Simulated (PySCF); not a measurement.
# [SmSF]− at several levels of theory

Computed with PySCF 2.14.0 (density fitting, no spin-orbit coupling) at the geometry relaxed with PBE0:

```xyz
3
[SmSF]− (singlet in the valence; each metal's 4f electrons, 6 of them, lie in its core potential, out of spins and levels)
Sm   -0.2185    0.0000   -0.2764
S     2.1522    0.0000    0.8088
F    -2.2012    0.0000    0.6804
```

```
 level                                                 basis    state  HOMO (eV)  gap (eV)  charge on Sm1 (e)  population of f-type functions on Sm1 (polarisation alone where 4f lies in the core)  dipole about the centre of mass (D)  largest force component (eV/Å)
  PBE0     Sm lcecp-0-SVP with ECP52, S def2-SVP, F def2-SVP  singlet          –         –               0.20                                                                                  0.03                                 9.33                            0.01
r2SCAN                                              the same  singlet          –         –               0.17                                                                                  0.03                                 9.10                            0.17
  PBE0  Sm lcecp-0-TZVP with ECP52, S def2-TZVP, F def2-TZVP  singlet          –         –               0.67                                                                                  0.04                                10.16                            0.30
```

In the lcecp rows the 4f levels are missing from HOMO and gap, and the state counts the valence alone.

Charges are Mulliken's, which hang on the basis. The relaxation used the grid (50, 194), these runs (75, 302) or, all-electron (x2c bases, spin-free X2C Hamiltonian), (99, 590).

Task: What does TPSSh with Sm lcecp-0-SVP with ECP52, S def2-SVP, F def2-SVP give here?

Result: state singlet, charge on Sm1 (e) 0.18, population of f-type functions on Sm1 (polarisation alone where 4f lies in the core) 0.03, dipole about the centre of mass (D) 9.16, largest force component (eV/Å) 0.15. Time: 2 s on 2 threads of Arm Neoverse V2 (shared host), from an already converged density.

An lcecp potential fixes the number of 4f electrons, so in runs with it no electron can move into or out of that shell.

Small gap, closed shell not tested for a spin-broken solution: TPSSh.
